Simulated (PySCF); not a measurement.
Isomers C$_{6}$H$_{5}$FN$_{2}$:

A. `C1(F)=CC(/C=N\[H])=CN=C1`
B. SMILES C#CCn1nccc1F
C. `[H]/N=C\c1ccc(F)cn1`

Spectrum 1. $^{1}$H NMR (500 MHz, computed): δ 7.44 (m, 1H), 5.91 (m, 1H), 4.94 (d, 2H), 1.85 (t, 1H). $^{13}$C{$^{1}$H} NMR (computed): δ 163.5 (C), 140.5 (CH), 93.4 (CH), 82.6 (C), 81.7 (CH), 40.8 (CH2).

Spectrum 2. $^{1}$H NMR (500 MHz, computed): δ 13.20 (br s, 1H), 8.91 (m, 1H), 8.51 (s, 1H), 7.77 (m, 1H), 7.45 (m, 1H). $^{13}$C{$^{1}$H} NMR (computed): δ 169.5 (C), 166.9 (CH), 150.0 (C), 144.5 (CH), 130.7 (CH), 130.1 (CH).

Spectrum 3. $^{1}$H NMR (500 MHz, computed): δ 12.30 (br s, 1H), 9.05 (s, 1H), 8.91 (m, 1H), 8.49 (s, 1H), 7.44 (m, 1H). $^{13}$C{$^{1}$H} NMR (computed): δ 170.3 (C), 169.3 (CH), 146.3 (CH), 145.9 (CH), 132.7 (C), 129.8 (CH).

- GFN2-xTB geometry
- PBE0/pcSseg-1 with gauge-including orbitals
- code: PySCF 2.14
- relativity neglected, fast rotation and ring inversion assumed for equivalent nuclei, single conformer, in vacuum

Referencing at the same level of theory: $^{1}$H and $^{13}$C vs TMS. Splittings of carbon signals by F and P are missing where no couplings were computed. Where no couplings were computed, multiplicities follow the n + 1 count of equivalent neighbours, and m marks all less simple cases (inequivalent or close neighbours, rings, F or P nearby). Shifts are as computed. Against solution values, carbons near 30 ppm lie about +3 ppm off and those near 130 ppm about +5 ppm. Of 1211 compounds with measured shifts, 218 miss one by over three times the rms of a fit or turn the order of signals round; such compounds aren't used in these exercises. OH and NH positions are gas-phase values without hydrogen bonding to other molecules.

Task: Match each spectrum to its structure.

Result: 1–B, 2–C, 3–A.

- Spectrum 1 (B): 6 $^{13}$C signals; δC 163.5 is an aromatic carbon bearing fluorine; δC 140.5 is an aromatic CH next to a ring nitrogen.
- Spectrum 2 (C): 6 $^{13}$C signals; δC 169.5 is an aromatic carbon bearing fluorine; δC 144.5 is an aromatic CH next to a ring nitrogen.
- Spectrum 3 (A): 6 $^{13}$C signals; δC 170.3 is an aromatic carbon bearing fluorine; δC 146.3 is an aromatic CH next to a ring nitrogen.
